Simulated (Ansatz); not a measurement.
Reaction (formal exchange of groups at a C–C bond): `CCC(CC)(CC)CC` + `C#[C][AlH2]` → `C#[C][AlH][CH2]C` + `CCC(CC)CC`

Gas-phase electronic energies from Ansatz, PBE0-D4/def2-TZVP geometries. CCSD(T)/CBS is the MP2 limit (def2-TZVPP, def2-QZVPP) plus CCSD(T) − MP2 in def2-TZVPP, frozen cores. Functionals use def2-TZVPP. Each species was taken in one conformer, which may not be the lowest.

`CCC(CC)(CC)CC`:

```xyz
29

C     0.202    0.786    2.471
C     0.789   -0.013    1.320
C     0.000    0.000    0.000
C    -1.421   -0.551    0.202
C    -1.531   -1.973    0.727
C     0.792   -0.869   -0.991
C     0.207   -1.016   -2.385
C    -0.160    1.434   -0.532
C     1.121    2.202   -0.812
H     0.114    1.848    2.230
H     0.841    0.707    3.354
H    -0.790    0.428    2.755
H     0.912   -1.055    1.634
H     1.803    0.345    1.115
H    -1.956    0.123    0.879
H    -1.955   -0.480   -0.752
H    -1.063   -2.696    0.055
H    -1.064   -2.085    1.709
H    -2.580   -2.260    0.832
H     0.918   -1.863   -0.549
H     1.806   -0.462   -1.068
H     0.116   -0.054   -2.895
H     0.848   -1.650   -3.003
H    -0.783   -1.476   -2.369
H    -0.766    1.999    0.185
H    -0.761    1.395   -1.446
H     1.738    1.710   -1.568
H     0.891    3.204   -1.184
H     1.732    2.323    0.086
```

`C#[C][AlH2]`:

```xyz
6

C     0.781    1.560   -0.573
C     0.266    0.531   -0.194
Al   -0.545   -1.088    0.400
H     1.234    2.466   -0.906
H    -0.153   -2.441   -0.315
H    -1.583   -1.028    1.588
```

`C#[C][AlH][CH2]C`:

```xyz
12

C    -2.365    0.922   -1.712
C    -1.330    0.313   -1.549
Al    0.306   -0.634   -1.254
C     1.147   -0.560    0.507
C     0.431    0.271    1.570
H    -3.276    1.457   -1.860
H     0.924   -1.452   -2.462
H     2.174   -0.198    0.363
H     1.276   -1.596    0.851
H    -0.580   -0.099    1.757
H     0.328    1.315    1.264
H     0.964    0.262    2.526
```

`CCC(CC)CC`:

Z-matrix (Å, degrees):
```
C
C 1 1.520
H 1 1.093 2 112.2
H 1 1.092 2 111.2 3 -120.2
H 1 1.094 2 110.8 3 120.2
C 2 1.529 1 114.4 3 -59.9
H 2 1.097 1 109.9 3 62.3
H 2 1.094 1 108.5 3 177.7
C 6 1.529 2 111.1 1 72.7
C 6 1.529 2 111.1 1 -163.0
H 6 1.101 2 107.8 1 -45.2
C 9 1.520 6 114.4 2 -163.1
H 9 1.098 6 108.4 2 73.9
H 9 1.094 6 109.4 2 -41.2
C 10 1.520 6 114.4 2 72.8
H 10 1.098 6 108.4 2 -50.3
H 10 1.094 6 109.4 2 -165.3
H 12 1.093 9 112.2 6 -59.9
H 12 1.094 9 110.8 6 60.3
H 12 1.093 9 111.2 6 180.0
H 15 1.093 10 112.2 6 -59.9
H 15 1.093 10 111.2 6 180.0
H 15 1.094 10 110.8 6 60.3
```

| level | ΔE (kJ/mol) |
| --- | --- |
| ωB97X-V | -26.2 |
| MP2/def2-TZVPP | -19.1 |
| HF/CBS(def2) | -50.5 |
| CCSD/CBS(def2) | -29.1 |

Task: What does CCSD(T)/CBS give? (An estimate is asked.)

Result: The calculation gave: -25.0 kJ/mol. The listed levels differ from it by -1.2, 5.9, -25.5, -4.1 kJ/mol.

Largest T1 diagnostic among the species: 0.013.

From PBE to PBE0 (25 % exact exchange), in def2-TZVPP and without D4, ΔE moves by +4.6 kJ/mol. In def2-TZVPP, CCSD(T) changes the Hartree–Fock value by +27.5 kJ/mol (the triples alone add +4.0 kJ/mol) and MP2 by +31.0 kJ/mol. The D4 term adds +21.2 kJ/mol with B3LYP and +12.3 kJ/mol with PBE0; it sums over pairs of atoms, weighted by their polarisabilities, and B3LYP, whose exchange is more repulsive, gets the larger term.

CCSD(T)/CBS has its own doubt, a few kJ/mol and more with outer-core shells, so smaller differences from it don't rank the levels.

B3LYP here is the variant with VWN-RPA as its local correlation; programs differ in this.
